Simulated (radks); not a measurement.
Results of a calculation; reference values are marked as such.
Task: Excited configurations of neutral cobalt: one electron is placed in a higher orbital outside [Ar] 3d8. The ground configuration is [Ar] 3d7 4s2. Code: a radial shooting solver on a logarithmic mesh with Libxc functionals. Model: Dirac Kohn-Sham, PBEsol, spin-unpolarised, spherical densities, finite nucleus; open shells are shared between the two j in proportion to 2j + 1; Fermi nuclear charge, rms radius 3.7875 fm. Excitation = E - E(ground); binding = E(ion) - E, where the ion is the core of charge +1; n* = 1/sqrt(2 binding) in atomic units, and the quantum defect is n - n*. Eigenvalue and <r> are those of j = l + 1/2.

| outer orbital | excitation (eV) | binding (eV) | n* | quantum defect | eigenvalue (eV) | <r> (bohr) |
|---|---|---|---|---|---|---|
| 4p | 2.551 | 3.872 | 1.875 | 2.125 | -1.700 | 4.632 |
| 5s | 3.938 | 2.485 | 2.340 | 2.660 | -1.452 | 8.537 |
| 5d | 5.464 | 0.959 | 3.766 | 1.234 | -0.540 | 19.86 |
| 5f | 5.806 | 0.617 | 4.695 | 0.305 | -0.359 | 29.91 |
| 6s | 5.124 | 1.299 | 3.236 | 2.764 | -0.803 | 16.64 |
| 6p | 5.404 | 1.019 | 3.654 | 2.346 | -0.624 | 20.52 |
| 7s | 5.614 | 0.809 | 4.102 | 2.898 | -0.519 | 27.38 |
| 7p | 5.757 | 0.666 | 4.521 | 2.479 | -0.428 | 32.48 |
| 7f | 6.087 | 0.336 | 6.366 | 0.634 | -0.221 | 62.85 |

Estimate the row for 4d.

Result: excitation (eV) 4.879; binding (eV) 1.544; n* 2.969; quantum defect 1.031; eigenvalue (eV) -0.710; <r> (bohr) 10.48. The Delta-SCF ionisation energy is 6.423 eV (NIST Atomic Spectra Database: 7.881 eV, measured). Self-interaction in the functional shifts the binding energies and quantum defects, so they are the method's values and not measured ones. Spin polarisation and multiplet splitting are left out, so open shells lie too high by an amount that depends on their filling.

Beside tabulated values, note that spin-unpolarised runs miss the spin-polarisation part of the exchange energy of open shells.
